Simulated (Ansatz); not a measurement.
Species: H₃F₂GaSi, SMILES `[F][Ga]([F])[SiH3]` (charge 0, multiplicity 1), formula H3F2GaSi.

Q: How many basis functions does Ansatz (an electronic-structure program) with frozen-core CCSD(T)/cc-pVTZ // r2SCAN-D4/def2-TZVP use, how many core orbitals are frozen, and how many electrons are correlated?

A: 179 basis functions and 16 frozen orbitals, which leaves 34 correlated electrons (filled d shells below the valence shell are correlated). Core time is of the order of minutes.
